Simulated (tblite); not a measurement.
H$_{2}$Cl$_{3}$NTi, charge -1, doublet, at a GFN2-xTB geometry (such geometries of metal compounds can be far from the true shape) (the multiplicity is a formal guess); GFN1-xTB (tblite 0.6.0).

Here is a job for tblite.
```
$ tblite run mol.xyz --method gfn1 --charge -1 --spin 1 --guess eeq --json tblite.json --no-restart

# file mol.xyz
7

Ti    -0.15288169    -0.24068994    -0.02732358
Cl     1.91035049    -0.29612671    -0.87734476
Cl     0.11854514     0.21846428     2.13778267
Cl    -1.19203690     1.40776354    -1.11091908
N     -1.13394003    -1.81277230    -0.20506932
H     -0.84108855    -2.68133374    -0.65358968
H     -2.08453266    -1.94580049     0.14837338
```

Output, abridged:

```
xTB calculator
 | screened Coulomb repulsion
 | Coulomb electrostatics
 |  * isotropic Klopman-Ohno-Mataga-Nishimoto electrostatics
 |  * onsite third-order electrostatics
 | DFT-D3(BJ) dispersion correction

halogen bonding energy    0.0000000000000E+00 Eh
repulsion energy          6.1854760502563E-02 Eh
dispersion energy        -3.6367095982141E-03 Eh
number of electrons       3.3000000000000E+01 e
integral cutoff           3.9599309224301E+01 bohr

------------------------------------------------------------
  cycle        total energy    energy error   density error
------------------------------------------------------------
      1     -17.99835813970  -1.8056576E+01   1.1757918E+00
      2     -16.11082451203   1.8875336E+00   8.8450115E-01
      3     -18.49114604032  -2.3803215E+00   4.5837241E-01
      4     -18.67082062261  -1.7967458E-01   3.1238604E-01
      5     -18.75194878298  -8.1128160E-02   5.4865829E-02
      6     -18.71971959569   3.2229187E-02   1.0631651E-01
      7     -18.75404163328  -3.4322038E-02   2.3002147E-02
      8     -18.75398042174   6.1211536E-05   1.9565856E-02
      9     -18.75476019359  -7.7977185E-04   1.2142812E-02
     10     -18.75518036419  -4.2017059E-04   1.9618072E-03
     11     -18.75519036499  -1.0000805E-05   8.6194204E-05
     12     -18.75519037450  -9.5135348E-09   2.1344715E-05
     13     -18.75519037544  -9.3752561E-10   1.9758819E-06
------------------------------------------------------------

electronic energy        -1.8813408426346E+01 Eh
total energy             -1.8755190375441E+01 Eh

Post processing:
 | Mayer-Wiberg bond orders

[Info] JSON dump of results written to 'tblite.json'
```
